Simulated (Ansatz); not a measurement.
`F[SiH2]N[SiH3]`. Total charge 0; spin multiplicity 1.

```xyz
10

F     2.2033   -1.0802    0.7184
Si    0.8904   -1.2425   -0.1842
N     0.1670    0.2549   -0.5649
Si   -1.0086    1.1389    0.3520
H     1.3331   -1.9034   -1.4327
H    -0.0652   -2.0464    0.6068
H     0.5445    0.7290   -1.3743
H    -0.4542    2.4095    0.8904
H    -1.4214    0.2615    1.4746
H    -2.1888    1.4788   -0.4862
```

What are the harmonic wavenumbers in cm⁻¹ at PBE0-D4/def2-TZVP (Ansatz, finite differences of forces, unscaled)? (Best estimate.)

The calculation gave: 63, 80, 199, 298, 402, 602, 625, 714, 776, 833, 867, 925, 934, 947, 962, 965, 1006, 1213, 2217, 2223, 2246, 2255, 2270, 3600.

Is this a minimum?

Yes, all 24 modes are real.

Give the ideal-gas thermochemistry at 298.15 K and 1 bar (rigid rotor, harmonic oscillator; point group C1, symmetry number 1).

Zero-point energy 162.8 kJ/mol; H(298) − E = 182.7 kJ/mol; entropy 339.7 J/(mol·K), of which translation 165.7, rotation 110.3, vibration 63.6; G(298) − E = 81.4 kJ/mol. Modes under 100 cm⁻¹ are hindered rotations or soft bends, so the harmonic entropy is rough.
